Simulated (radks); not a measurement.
Problem. La2+, configuration [Xe] 5d1. Calculated with a radial shooting solver on a logarithmic mesh with Libxc functionals: scalar-relativistic Kohn-Sham, PBE, spin-unpolarised, spherical densities, point nucleus. Some entries of the table are withheld. Estimate them.

| orbital | occ. | eigenvalue (hartree) | <r^2> (bohr^2) |
|---|---|---|---|
| 1s | 2 | -1424.602 | 0.0008536 |
| 2s | 2 | -227.1760 | 0.01362 |
| 2p | 6 | -203.6493 | 0.01084 |
| 3s | 2 | -48.95912 | 0.09291 |
| 3p | 6 | -41.44753 | (1) |
| 3d | 10 | -30.65892 | (2) |
| 4s | 2 | -10.26030 | (3) |
| 4p | 6 | -7.81772 | 0.5458 |
| 4d | 10 | (4) | 0.6827 |
| 5s | 2 | (5) | 2.708 |
| 5p | 6 | -1.28320 | (6) |
| 5d | 1 | -0.54013 | 7.732 |

Solution. 
(1) 3p <r^2> (bohr^2): 0.09295
(2) 3d <r^2> (bohr^2): 0.07971
(3) 4s <r^2> (bohr^2): 0.4826
(4) 4d eigenvalue (hartree): -4.28377
(5) 5s eigenvalue (hartree): -1.89341
(6) 5p <r^2> (bohr^2): 3.611
